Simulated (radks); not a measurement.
Initial-state core-level shifts of the sulfur ion S2+ when its valence configuration changes from [Ne] 3s2 3p2. Method: scalar-relativistic Kohn-Sham, PBEsol, spin-polarised, spherical densities, point nucleus; open shells are filled with parallel spins first; computed with a radial shooting solver on a logarithmic mesh with Libxc functionals. Shifts are changes of the shell-averaged eigenvalues in eV (positive: less bound).

[
 {"valence": "3s1.5 3p2.5", "1s": "-0.345", "2s": "-0.392", "2p": "-0.377"},
 {"valence": "3s0.5 3p3.5", "1s": "-1.589", "2s": "-1.653", "2p": "-1.615"},
 {"valence": "3s1 3p3", "1s": "-0.540", "2s": "-0.652", "2p": "-0.621"},
 {"valence": "3p4", "1s": "-2.490", "2s": "-2.524", "2p": "-2.478"}
]
